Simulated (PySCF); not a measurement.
Compound: C₃H₈O₃Si.
Cartesian coordinates in Å at the PBE0-D3(BJ)/def2-SVP level; atoms count from 1:
```xyz
15
C3H8O3Si angstrom
O      2.7278   -0.5992   -1.0606
Si     1.6147   -0.3558    0.1201
O      0.3555   -1.4301   -0.0190
C     -0.9727   -1.0790    0.2978
C     -1.3457    0.2941   -0.2403
C     -0.4329    1.3875    0.2939
O      0.9223    1.1476   -0.0121
H      2.4178   -0.5329   -1.9687
H      2.3520   -0.5210    1.3906
H     -1.6351   -1.8509   -0.1261
H     -1.1203   -1.1012    1.3961
H     -2.3904    0.5238    0.0268
H     -1.2864    0.2782   -1.3422
H     -0.7083    2.3626   -0.1393
H     -0.5633    1.4779    1.3908
```

Computed with PBE0-D3(BJ)/def2-SVP geometry optimisation, gas phase in PySCF.

Masses are those of the commonest isotopes; rigid-rotor values at the optimised geometry. The values belong to one conformer with, in the numbering `[OH:1][SiH:2]1[O:3][CH2:4][CH2:5][CH2:6][O:7]1`, H–O1–Si2–O3 58°, O1–Si2–O3–C4 -145°, Si2–O3–C4–C5 43°, O3–C4–C5–C6 -58°, C4–C5–C6–O7 58°.

Task: What are A, B and C (MHz)?

Result: Ia = 131.29, Ib = 259.53, Ic = 341.93 u·Å²; 505379 MHz·u·Å²/I gives A = 3849, B = 1947, C = 1478 MHz.

Task: What kind of rotor is it?

Result: An asymmetric top; Ray's κ = -0.604.

Task: Is it planar, by Δ = Ic − Ia − Ib?

Result: Not planar: Δ = Ic − Ia − Ib = -48.89 u·Å². For a rigid frame Δ = −2 Σ m c², so Σ m c² = 24.45 u·Å² lies off the ab plane: 11.37 from hydrogen and 13.08 from heavier atoms. The atom farthest from that plane is 1.78 Å away.

Task: Give the other two planar moments, Paa and Pbb, and the rms extents of the mass along the axes.

Result: Paa = Σ m a² = (Ib + Ic − Ia)/2 = 235.09 and Pbb = Σ m b² = (Ia + Ic − Ib)/2 = 106.85 u·Å². With the mass M = 120.02 u, the rms extents √(P/M) along a, b and c are 1.40, 0.94, 0.45 Å.

Task: Predict some low-J microwave lines.

Result: The dipole components are |μa| = 2.70 D, |μb| = 0.00 D, |μc| = 0.99 D; the mirror of this Cs structure is the ac plane, so μb vanishes by symmetry and there are no b-type lines. Intensities carry the squares of the components, which stand as 1.00 : 0.14 (a : c). Some lines, for components of 0.1 D or more:

```json
{"type": "a", "branch": "Q", "J(Ka,Kc)": "4(1,3) ← 4(1,4)", "MHz": "4638", "lower level (cm⁻¹)": "1.130"}
{"type": "c", "branch": "R", "J(Ka,Kc)": "1(1,0) ← 0(0,0)", "MHz": "5796", "lower level (cm⁻¹)": "0.000"}
{"type": "a", "branch": "R", "J(Ka,Kc)": "2(1,2) ← 1(1,1)", "MHz": "6381", "lower level (cm⁻¹)": "0.178"}
{"type": "a", "branch": "R", "J(Ka,Kc)": "3(0,3) ← 2(0,2)", "MHz": "9982", "lower level (cm⁻¹)": "0.340"}
{"type": "a", "branch": "R", "J(Ka,Kc)": "3(2,1) ← 2(2,0)", "MHz": "10570", "lower level (cm⁻¹)": "0.630"}
{"type": "a", "branch": "R", "J(Ka,Kc)": "4(3,1) ← 3(3,0)", "MHz": "13880", "lower level (cm⁻¹)": "1.329"}
{"type": "a", "branch": "R", "J(Ka,Kc)": "4(1,3) ← 3(1,2)", "MHz": "14461", "lower level (cm⁻¹)": "0.802"}
{"type": "c", "branch": "Q", "J(Ka,Kc)": "4(4,1) ← 4(3,1)", "MHz": "14784", "lower level (cm⁻¹)": "1.792"}
{"type": "a", "branch": "R", "J(Ka,Kc)": "5(0,5) ← 4(0,4)", "MHz": "15978", "lower level (cm⁻¹)": "1.108"}
{"type": "c", "branch": "R", "J(Ka,Kc)": "3(2,1) ← 2(1,1)", "MHz": "16352", "lower level (cm⁻¹)": "0.438"}
{"type": "a", "branch": "R", "J(Ka,Kc)": "5(3,3) ← 4(3,2)", "MHz": "17317", "lower level (cm⁻¹)": "1.790"}
{"type": "c", "branch": "R", "J(Ka,Kc)": "3(2,2) ← 2(1,2)", "MHz": "17389", "lower level (cm⁻¹)": "0.391"}
{"type": "a", "branch": "R", "J(Ka,Kc)": "5(1,4) ← 4(1,3)", "MHz": "17879", "lower level (cm⁻¹)": "1.284"}
{"type": "c", "branch": "R", "J(Ka,Kc)": "5(1,4) ← 4(0,4)", "MHz": "23168", "lower level (cm⁻¹)": "1.108"}
{"type": "c", "branch": "R", "J(Ka,Kc)": "5(3,2) ← 4(2,2)", "MHz": "27411", "lower level (cm⁻¹)": "1.460"}
{"type": "c", "branch": "R", "J(Ka,Kc)": "4(4,1) ← 3(3,1)", "MHz": "28672", "lower level (cm⁻¹)": "1.328"}
```

Task: Estimate the classical rotational partition function at 10 K, 100 K and 298.15 K.

Result: Point group Cs, symmetry number σ = 1; q = (√π/σ)·√((kT/h)³/(ABC)), k/h = 20836.6 MHz/K: 1600 at 10 K, 50700 at 100 K, 261000 at 298.15 K.

Not checked by PBE0-D3(BJ)/def2-SVP frequencies. These are rigid-rotor constants of the computed structure; measured ground-state constants (B0) also hold zero-point vibration.

The run took 2.0 min on an Arm Neoverse N1 with one thread, on a shared host, and the process peaked at 0.57 GiB of memory. These figures are those of the optimisation.
